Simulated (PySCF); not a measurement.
In(H)(Br)(Me) (CH4BrIn), SMILES [CH3][InH][Br]. Atoms are numbered in the order given.

```xyz
7

In    -0.3148    -0.8067    -0.0472
H     -1.5895    -1.2864    -1.0955
Br     0.2266     1.6383    -0.2837
C      0.9327    -1.7824     1.4009
H      1.1600    -1.0774     2.2121
H      1.8762    -2.0728     0.9145
H      0.4480    -2.6811     1.8062
```
Charge 0, spin multiplicity 1.

The structure is a stationary point at PBE0-D3(BJ)/def2-SVP. The structure was generated by enumeration; whether it is a known compound was not checked. The def2 effective core potentials stand for the cores of In; spin–orbit coupling is left out.

Computed with PySCF with PBE0/def2-TZVPD.

Mulliken values depend strongly on the basis, most of all with diffuse functions as here. ESP charges are fitted to the potential on shells at 1.4 to 2.0 van der Waals radii. Atomic charges (e):

```
atom  ESP fit  Mulliken
----  -------  --------
In1         ?      0.73
H2          ?     -0.06
Br3     -0.37     -0.47
C4      -0.61     -0.90
H5          ?      0.22
H6          ?      0.22
H7          ?      0.25
```

What belongs in the gaps? (Estimate from the structure and the level; the computed values follow.)


- In1, ESP fit: 0.72
- H2, ESP fit: -0.19
- H5, ESP fit: 0.15
- H6, ESP fit: 0.15
- H7, ESP fit: 0.15
